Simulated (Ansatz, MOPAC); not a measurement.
Molecule: RbCl (charge 0, singlet). SMILES: [Rb][Cl]

Atoms: Rb1, Cl2. Bonds: Rb1-Cl2.

Bond lengths (Å) and angles (degrees) optimised at PM6 with MOPAC; MNDO with MOPAC; HF/STO-3G with Ansatz (a quantum-chemistry and plane-wave program); B3LYP/6-31G* with LANL2DZ past Ar with Ansatz, each started from the B3LYP-D3(BJ)/def2-TZVP structure (Ansatz) of the last column. A row stands for all coordinates that are equal there. 6-31G* holds six Cartesian d functions.

| coordinate | PM6 | MNDO | HF/STO-3G | B3LYP/6-31G* with LANL2DZ past Ar | B3LYP-D3(BJ)/def2-TZVP |
|---|---|---|---|---|---|
| Rb1-Cl2 | 2.905 | 2.806 | 2.807 | 2.965 | 2.866 |

Mean signed difference of all 1 bond lengths from B3LYP-D3(BJ)/def2-TZVP: PM6 0.038 Å, MNDO -0.061 Å, HF/STO-3G -0.060 Å, B3LYP/6-31G* with LANL2DZ past Ar 0.099 Å.
